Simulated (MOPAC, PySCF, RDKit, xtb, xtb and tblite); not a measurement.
Torsional profile of SMILES c1coc(Oc2ccsc2)c1 (C₈H₆O₂S). Scanned: dihedral O3–C4–O5–C6; all other coordinates were relaxed at GFN2-xTB. Points at φ and −φ are mirror images.

Geometry of the scan point at 100° (Å):
```
17

C      3.1695     0.2583    -0.5206
C      2.5683    -0.8814    -0.0913
O      1.2368    -0.7102     0.0066
C      0.9812     0.5575    -0.3757
O     -0.3121     0.9551    -0.4102
C     -0.7734     1.6938     0.6525
C     -2.1021     2.1965     0.6411
C     -2.3886     2.8982     1.7637
S     -1.0583     2.9632     2.8489
C     -0.0890     2.0265     1.7807
C      2.1323     1.2064    -0.7071
H      4.2151     0.4135    -0.6883
H      2.9550    -1.8470     0.1655
H     -2.7820     2.0258    -0.1718
H     -3.3058     3.3862     2.0247
H      0.9187     1.7815     2.0491
H      2.2222     2.2180    -1.0438
```

Levels of theory: GFN2-xTB (xtb and tblite); MMFF94 // GFN2-xTB (RDKit); UFF // GFN2-xTB (RDKit); PM6, restricted, heats of formation // GFN2-xTB (MOPAC); PM3, restricted, heats of formation // GFN2-xTB (MOPAC); GFN1-xTB // GFN2-xTB (xtb); RMP2/6-31G* = PySCF with restricted MP2 (frozen core)/6-31G*, spherical d // GFN2-xTB.

Least-squares fit of E(φ) = a0 + Σ (a_n cos nφ + b_n sin nφ), n = 1 to 4, to the 18 scan points, in kJ/mol above the lowest point of each profile (levels whose profile four harmonics don't fit are not listed):

```
method          a0      a1    b1     a2    b2     a3    b3    a4    b4  rms of fit
-----------  -----  ------  ----  -----  ----  -----  ----  ----  ----  ----------
GFN2-xTB      5.02   -3.76  0.00  -1.66  0.00  -0.29  0.00  0.97  0.00        0.46
MMFF94        5.75    3.08  0.00  -2.14  0.00   1.82  0.00  1.64  0.00        0.30
UFF          17.57  -12.43  0.00  -7.43  0.00  -1.05  0.00  3.56  0.00        0.78
PM6           4.60   -5.89  0.00   1.25  0.00  -0.19  0.00  0.52  0.00        0.29
PM3           3.48    4.19  0.00   4.09  0.00   1.45  0.00  0.63  0.00        0.17
GFN1-xTB      8.65   -6.07  0.00  -3.40  0.00  -0.09  0.00  1.00  0.00        0.29
RMP2/6-31G*   4.17    1.27  0.00   4.00  0.00   1.57  0.00  0.59  0.00        0.37
```
